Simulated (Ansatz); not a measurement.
Reactions of CH₅FOSi, SMILES `C[SiH](O)F`.

Computed with Ansatz on PBE0-D4/def2-TZVP structures; ΔE is electronic, products minus reactants. CCSD(T)/CBS is the MP2 limit (def2-TZVPP, def2-QZVPP) plus CCSD(T) − MP2 in def2-TZVPP, frozen cores. This one scheme is used for every species, atoms too. Functionals use def2-TZVPP. B3LYP here is the variant with VWN-RPA as its local correlation; programs differ in this. No spin–orbit coupling; open shells (•) take unrestricted orbitals. Spin–orbit coupling would lower the free atoms: a little for F. For Br outer-core shells are correlated without core-valence functions, so the limit isn't a true one: a few kJ/mol of doubt a bond, and 10 to 20 or more in all where bonds break to atoms. Scalar relativity is left out up to krypton. One conformer a species, not always the lowest.

| reaction | B3LYP-D4 (kcal/mol) | CCSD(T)/CBS(def2) (kcal/mol) |
| --- | --- | --- |
| `C[SiH](O)F` → `[OH]`• + `C[SiH]F`• | 132.6 | 139.5 |
| `C[SiH](O)F` + HBr → `C[SiH](O)Br` + H–F | 12.7 | 11.0 |
| `C[SiH](O)F` → `CO[SiH2]F` | 24.2 | 26.1 |
| `C[SiH](O)F` + F• → `C[Si](O)F`• + H–F | -40.1 | -41.1 |
| `C[SiH](O)F` + `N[SiH](O)Cl` → `O[Si@H](F)N[Si@H](O)Cl` + CH₄ | -21.4 | -20.4 |
| `C[SiH](O)F` + `NBS` → `O[SiH](F)NBS` + CH₄ | -16.1 | -16.0 |
| `C[SiH](O)F` → `OC(F)[SiH3]` | 98.0 | 102.2 |
| `C[SiH](O)F` + `FCCl` → `C[Si@H](F)[C@@H](F)Cl` + H₂O | 30.4 | 30.1 |
| `C[SiH](O)F` + `N[SiH](O)F` → `C[Si@H](O)N[Si@@H](O)F` + H–F | 18.6 | 17.7 |
| `C[SiH](O)F` + H₂ → `C[SiH2]O` + H–F | 34.5 | 33.7 |

Largest T1 diagnostic: 0.013, for `C[Si](O)F`•.
